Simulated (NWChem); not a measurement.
System: ZrClF3; SMILES [F][Zr]([F])([F])[Cl]

Program: NWChem. def2 effective core potentials on Zr; no spin-orbit coupling. Each level has its own optimisation; frequencies are unscaled.

| level | r F–Zr (Å) | r Cl–Zr (Å) | highest harmonic frequency (cm⁻¹) | lowest (cm⁻¹) | zero-point energy (kcal/mol) |
|---|---|---|---|---|---|
| Hartree-Fock/STO-3G (all-electron, non-relativistic) | 1.883 | 2.361 | 935 | 123 | 5.8 |
| Hartree-Fock/3-21G (all-electron, non-relativistic) | 1.858 | 2.456 | 803 | 129 | 5.0 |
| PBE0/def2-SVP (core potentials) | 1.889 | 2.345 | 715 | 127 | 4.7 |
